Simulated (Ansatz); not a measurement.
Geometry optimisation, RKS CAM-B3LYP-D4/STO-3G in Ansatz.

Input:

```yaml
crystal:
  periodic: [false, false, false]
  atoms:
    - { symbol: F, position_ang: [-0.0542, -1.1831, 2.6774] }
    - { symbol: C, position_ang: [0.3873, -1.3127, 1.3861] }
    - { symbol: Si, position_ang: [-0.3489, 0.0064, 0.2522] }
    - { symbol: Al, position_ang: [-1.48516, -0.70841, -1.71371] }
    - { symbol: C, position_ang: [-0.4243, 1.76384, 0.93099] }
    - { symbol: C, position_ang: [-1.63179, 0.97018, 1.25904] }
    - { symbol: H, position_ang: [1.5238, -1.2228, 1.4071] }
    - { symbol: H, position_ang: [0.1407, -2.2955, 1.0039] }
    - { symbol: H, position_ang: [-0.58831, -1.4683, -2.89784] }
    - { symbol: H, position_ang: [-2.96572, -0.36881, -1.96577] }
    - { symbol: H, position_ang: [0.28468, 1.93309, 1.75843] }
    - { symbol: H, position_ang: [-0.59341, 2.49542, 0.1344] }
    - { symbol: H, position_ang: [-2.52193, 1.31571, 0.67653] }
    - { symbol: H, position_ang: [-1.6633, 0.69384, 2.31923] }
basis:
  gaussian: { orbitals: STO-3G }
hamiltonian:
  xc: cam_b3lyp
  dispersion: d4
relax:
  f_tol: 0.015
  max_steps: 40
```

Command:

```bash
$ ansatz run input.yaml --threads 1 --pin off --max-ram 2048MiB --backend cpu --events-out ev --progress --plain --runs-dir out
```

**Question.** Where does it end, and by what steps?

**Answer.** The forces met the threshold. The force dipped under the threshold on the way, but the program's further checks kept it going. Limits of this set-up: minimal basis. After 25 steps the energy has fallen by 1.145 eV; H10 moved furthest, 1.20 Å.

| step | energy less start (eV) | largest force component (eV/Å) | accepted |
| --- | --- | --- | --- |
| 0 | 0.0000 | 2.242 | yes |
| 1 | -0.8447 | 1.441 | yes |
| 2 | -1.0236 | 0.534 | yes |
| 3 | -1.0788 | 0.413 | yes |
| 4 | -1.0724 | 0.688 | no |
| 5 | -1.1059 | 0.077 | yes |
| 6 | -1.1139 | 0.068 | yes |
| 7 | -1.1222 | 0.169 | yes |
| 8 | -1.1227 | 0.372 | yes |
| 9 | -1.1379 | 0.094 | yes |
| 10 | -1.1159 | 0.622 | no |
| 11 | -1.1401 | 0.101 | yes |
| 12 | -1.1413 | 0.081 | yes |
| 13 | -1.1414 | 0.093 | yes |
| 14 | -1.1429 | 0.017 | yes |
| 15 | -1.1432 | 0.014 | yes |
| 16 | -1.1435 | 0.084 | yes |
| 17 | -1.1437 | 0.044 | yes |
| 18 | -1.1440 | 0.026 | yes |
| 19 | -1.1442 | 0.073 | yes |
| 20 | -1.1444 | 0.035 | yes |
| 21 | -1.1443 | 0.034 | no |
| 22 | -1.1445 | 0.010 | yes |
| 23 | -1.1445 | 0.013 | yes |
| 24 | -1.1445 | 0.015 | yes |
| 25 | -1.1446 | 0.006 | yes |

```xyz
14
Properties=species:S:1:pos:R:3
F 0.654 -0.777 2.633
C 0.423 -1.271 1.330
Si -0.702 -0.124 0.300
Al -1.302 -0.638 -1.834
C -0.541 1.622 0.874
C -1.788 0.876 1.407
H 1.400 -1.412 0.815
H -0.028 -2.286 1.399
H -0.805 -1.900 -2.462
H -2.191 0.294 -2.590
H 0.213 1.869 1.623
H -0.732 2.454 0.194
H -2.755 1.244 1.062
H -1.786 0.668 2.478
```

The run took 2.9 min on 1 thread of Intel(R) Xeon(R) Platinum 8259CL CPU @ 2.50GHz (Skylake/Cascade Lake), with other jobs on the host, peak memory 0.18 GiB.
